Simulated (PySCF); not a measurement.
# Polarisability and C₆ of Be²⁺ (beryllium, charge +2)

1s2, closed-shell 1S. All numbers are calculated (PySCF 2.14, the spin-free X2C one-electron Hamiltonian (Gaussian nucleus), in dyall-av3z (15s9p4d2f, 76 functions)). Coupled (time-dependent) response in atomic units; α is the mean over directions.

```json
{"method": "UHF", "mean α (bohr³)": "0.05182", "C₆ (like pair)": "0.01108", "S(−4)": "0.001900"}
{"method": "PBE", "mean α (bohr³)": "0.05517", "C₆ (like pair)": "0.01203", "S(−4)": "0.002233"}
{"method": "PBE0", "mean α (bohr³)": "0.05422", "C₆ (like pair)": "0.01176", "S(−4)": "0.002134"}
{"method": "wB97X", "mean α (bohr³)": "0.05372", "C₆ (like pair)": "0.01161", "S(−4)": "0.002088"}
{"method": "LC-wPBE", "mean α (bohr³)": "0.05527", "C₆ (like pair)": "0.01206", "S(−4)": "0.002247"}
```

S(−4) is the Cauchy moment in α(ω) = α(0) + S(−4) ω² + …

α(iu) at PBE0:

```tsv
u (hartree)	α(iu) (bohr³)
0	0.05422
0.0500	0.05422
0.100	0.05420
0.200	0.05414
0.300	0.05403
0.500	0.05369
0.750	0.05305
1.00	0.05218
1.50	0.04986
2.00	0.04698
3.00	0.04048
5.00	0.02855
```

For an ion, C₆ is the dispersion term alone; charge-induced terms of lower order in 1/R come first.
